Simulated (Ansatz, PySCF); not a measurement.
Donor–acceptor adduct: BH3 (SMILES B) (first 4 atoms) with CHN (SMILES C#N); geometry from B3LYP-D3(BJ)/def2-TZVP.
(charge 0, multiplicity 1):
```xyz
7

B     -0.09690     0.04824     0.76958
H      0.66587     0.92707     0.45073
H      0.20389    -1.03113     0.32201
H     -1.25567     0.33333     0.59125
C      0.17116    -0.18986     3.42872
N      0.05719    -0.08862     2.29809
H      0.27761    -0.28439     4.48475
```

Monomers are frozen at their geometry in the pair; levels with a basis set take the counterpoise correction.

Correlated levels freeze the cores. Rows in 6-31G* carry no dispersion term and start afresh at each structure (6-31G* with six Cartesian d functions).

The values were computed with Ansatz (a first-principles code) with Gaussian orbitals; PySCF for 6-31G* rows. 

### Question
Estimate the interaction energy that MP2/aug-cc-pVTZ returns for this input.

### Answer
-138 kJ/mol

### Question
What is the computed interaction energy (HF/6-31G*)?

### Answer
-79 kJ/mol

### Question
Predict the interaction energy from BLYP/def2-TZVPPD.

### Answer
-141 kJ/mol
